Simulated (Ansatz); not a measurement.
Energy profile

The step: BClF₂ ([F][B]([F])[Cl]) + HBr → BBrF₂ ([F][B]([F])[Br]) + HCl; bonds formed: B1–Br6, Cl2–H5; bonds broken: B1–Cl2, H5–Br6 (atoms numbered as in the saddle structure below).

```csv
atom,x (Å),y (Å),z (Å)
B1,-0.1936,-0.5225,0.2455
Cl2,-1.1474,0.9143,-0.7642
F3,-0.1502,-1.6335,-0.4655
F4,-0.5934,-0.5443,1.5031
H5,0.3566,1.2549,-0.6141
Br6,1.7280,0.5311,0.0952
```

Electronic energies by CCSD(T) at an estimated basis limit (MP2 extrapolated from triple and quadruple zeta, plus CCSD(T) − MP2 in triple zeta), on PBE0-D4/def2-TZVP structures; BHBrClF₂, singlet; no counterpoise correction. Computed with Ansatz 0.2.0 (basis: def2-TZVPP and def2-QZVPP); correlated methods freeze the cores. Filled d shells of the heavier atoms are correlated. The def2 sets are not built for correlating such inner shells, so the correlated values are less sure here. Extrapolation: Hartree–Fock as exp(−7.88 √X), correlation as X^−2.97.

(1) Give the profile in kcal/mol, counted from the separated reactants. (To be estimated.)

No T1 diagnostic of these runs exceeds 0.012.

Answers

(1) By the calculation:
| point | kcal/mol |
| --- | --- |
| separated: BClF₂ (linked as [F][B]([F])[Cl]; B1, Cl2, F3, F4; singlet) + HBr (H5, Br6; singlet) | 0.00 |
| start structure | -2.25 |
| saddle | 23.56 |
| end structure | 0.22 |
| separated: BBrF₂ (linked as [F][B]([F])[Br]; B1, F3, F4, Br6; singlet) + HCl (Cl2, H5; singlet) | 2.32 |

For scale, one of the runs: CCSD(T)/def2-TZVPP, 197 basis functions, launched by `ansatz run in.yaml --threads 4 --pin off --events-out ev --progress --plain --max-ram 9574MiB`. Hardware: 4 CPU threads of an Arm Neoverse V1, shared host. Wall time 110 s; peak host memory 2.6 GiB.
